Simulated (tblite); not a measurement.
`N#Cc1c[c]ccc1` [radical] (doublet state). Structure optimised with GFN2-xTB, isolated species. This method treats the open shell by occupation alone, without spin polarisation.

```
atom  x, y, z in Å
N1     3.4688    0.4246    0.0566
C2     2.3368    0.2406    0.0397
C3     0.9465   -0.0019    0.0197
C4     0.4818   -1.3301    0.0738
C5    -0.8645   -1.5067    0.0514
C6    -1.7932   -0.5094   -0.0185
C7    -1.3226    0.8033   -0.0714
C8     0.0361    1.0515   -0.0526
H9     1.1844   -2.1474    0.1299
H10   -2.8530   -0.7122   -0.0331
H11   -2.0259    1.6210   -0.1269
H12    0.4059    2.0660   -0.0945
```

What is the longest distance between nuclei?

N1···H10, 6.42 Å; the next longest distance is 5.63 Å.

Work out the bond lengths N1≡C2, C2–C3, C3–C4, C3–C8, C4–C5, C5–C6, C6–H10, C7–C8 in pm.

For N1≡C2 the difference vector is (-1.1320, -0.1840, -0.0169) Å, of length 1.1470 Å. N1≡C2 114.7; C2–C3 141.1; C3–C4 140.8; C3–C8 139.4; C4–C5 135.8; C5–C6 136.5; C6–H10 107.9; C7–C8 138.1 pm.

What is the repulsion energy of the bare nuclei, Σ ZA·ZB/RAB?

291.72 Eh over 66 pairs, with full nuclear charges and distances in bohr; the largest single term is 19.38 Eh (N1 with C2).

Where is the centre of mass (commonest isotopes), and what is the radius of gyration?

Mass 102.034 u; centre at (0.423, -0.081, 0.011) Å; Rg = √(Σ m r²/M) = 1.978 Å. As Ia + Ib + Ic = 2 Σ m r², the three principal moments sum to 798.7 u·Å².

How far are the heavy atoms from their best plane (unweighted least squares)?

0.000 Å rms; none is more than 0.001 Å off.

What are the angles C4–C3–C8, C4–C5–C6, C5–C6–C7, C7–C6–H10, C3–C8–C7?

From the scalar product of the two bond vectors; for C4–C3–C8 it is -0.9800 Å² over 1.4082 × 1.3942 Å², cos θ = -0.4992. C4–C3–C8 119.9°; C4–C5–C6 125.5°; C5–C6–C7 117.4°; C7–C6–H10 120.5°; C3–C8–C7 120.5°.

Write the matrix of distances between heavy atoms (Å, lower triangle).

```
N1    0.000
C2    1.147  0.000
C3    2.558  1.411  0.000
C4    3.464  2.431  1.408  0.000
C5    4.744  3.647  2.355  1.358  0.000
C6    5.345  4.198  2.787  2.420  1.365  0.000
C7    4.808  3.704  2.409  2.798  2.358  1.396  0.000
C8    3.491  2.441  1.394  2.426  2.714  2.405  1.381  0.000
```

Its GFN2-xTB frequencies are all real (lowest 126 cm⁻¹).

The numbers are calculated, not measured.
